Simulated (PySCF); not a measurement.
CHOS, SMILES [OH+]=C=S, charge +1.

Geometry: B3LYP-D3(BJ)/def2-TZVP. The isomer is the one that the SMILES or the coordinates give; other isomers of the formula were not compared.

The numbers are results of TDA-M06-2X/def2-SVPD run with PySCF 2.14.0, not measurements.

Vertical excitations. Gas-phase values at a fixed geometry. State labels are in the subgroup Cs.

### Question
Give excitation energies, oscillator strengths and character. (The exact figures need the calculation; the answer reports its results.)

### Answer

| state | symmetry | energy (eV) | λ (nm) | f | main pairs |
|---|---|---|---|---|---|
| S1 | A" | 4.68 | 265 | 0.000 | HOMO→LUMO 92 % |
| S2 | A' | 5.67 | 219 | 0.000 | HOMO−1→LUMO 50 %, HOMO→LUMO+1 49 % |
| S3 | A" | 5.95 | 208 | 0.000 | HOMO−1→LUMO+1 92 % |
| S4 | A" | 8.64 | 144 | 0.008 | HOMO→LUMO+2 91 % |
| S5 | A' | 9.16 | 135 | 0.022 | HOMO−1→LUMO+2 90 % |
| S6 | A' | 9.91 | 125 | 0.166 | HOMO−2→LUMO 75 % |
| S7 | A" | 9.98 | 124 | 0.001 | HOMO−3→LUMO 90 % |
| S8 | A' | 10.08 | 123 | 0.984 | HOMO→LUMO+1 31 %, HOMO−1→LUMO 29 %, HOMO−2→LUMO 13 %, HOMO−2→LUMO+4 6 % |
| S9 | A" | 10.31 | 120 | 0.005 | HOMO→LUMO+4 69 %, HOMO−2→LUMO+1 14 % |
| S10 | A" | 10.56 | 117 | 0.017 | HOMO−2→LUMO+1 68 % |
| T1 | A' | 4.37 | 284 | 0 | HOMO−1→LUMO 71 %, HOMO→LUMO+1 27 % |
| T2 | A" | 4.44 | 279 | 0 | HOMO→LUMO 99 % |
| T3 | A' | 5.00 | 248 | 0 | HOMO→LUMO+1 72 %, HOMO−1→LUMO 27 % |
| T4 | A" | 5.53 | 224 | 0 | HOMO−1→LUMO+1 99 % |
Triplets are in the Tamm–Dancoff approximation.
